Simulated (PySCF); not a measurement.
GaHI₂, SMILES [I][GaH][I]. Heavy atoms are numbered as in [GaH:1]([I:3])[I:4]. Hydrogens are named by the atom that carries them.

The structure is a stationary point at PBE-D3(BJ)/def2-SVP. The def2 effective core potentials stand for the cores of I; spin–orbit coupling is left out.

Calculation: PySCF with PBE/def2-TZVPD.

Mulliken values depend strongly on the basis, most of all with diffuse functions as here. ESP charges are fitted to the potential on shells at 1.4 to 2.0 van der Waals radii. Atomic charges (e), one atom of each kind:

| atom | ESP fit | Mulliken |
|---|---|---|
| Ga1 (GaH) | … | 0.35 |
| H on Ga1 | … | -0.06 |
| I3 | … | -0.15 |

What belongs in the gaps? (The exact figures need the calculation; the answer reports its results.)


- Ga1 (GaH), ESP fit: 0.28
- H on Ga1, ESP fit: -0.05
- I3, ESP fit: -0.12
